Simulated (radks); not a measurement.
Species: the carbon ion C+. Configuration: [He] 2s1.75 2p1.25 (fractional occupations, a model configuration).

All-electron calculation, Dirac Kohn-Sham, PBE, spin-unpolarised, spherical densities, finite nucleus; open shells fill j = l - 1/2 first; Fermi nuclear charge, rms radius 2.4702 fm. Program: a radial shooting solver on a logarithmic mesh with Libxc functionals.

Energy parts (eV):
total: -1014.593
kinetic: 1012.555
electron-nucleus: -2305.255
Hartree: 407.326
exchange-correlation: -129.218

Orbitals (lengths in bohr, moments of r in powers of bohr; <r^-3> diverges for s and p1/2; r(90%) holds 90 % of the orbital's charge):
| orbital | occ. | eigenvalue (eV) | r(90%) | <r^-3> | <r^4> |
|---|---|---|---|---|---|
| 1s1/2 | 2 | -288.4493 | 0.486 | - | 0.02600 |
| 2s1/2 | 1.75 | -25.7787 | 2.30 | - | 11.98 |
| 2p1/2 | 1.25 | -17.0325 | 2.52 | - | 17.52 |
| 2p3/2 | 0 | -17.0209 | 2.52 | 2.244 | 17.55 |

The highest occupied level is 2p1/2 at -17.033 eV. The electron density at the nucleus is 130.5 e/bohr^3.
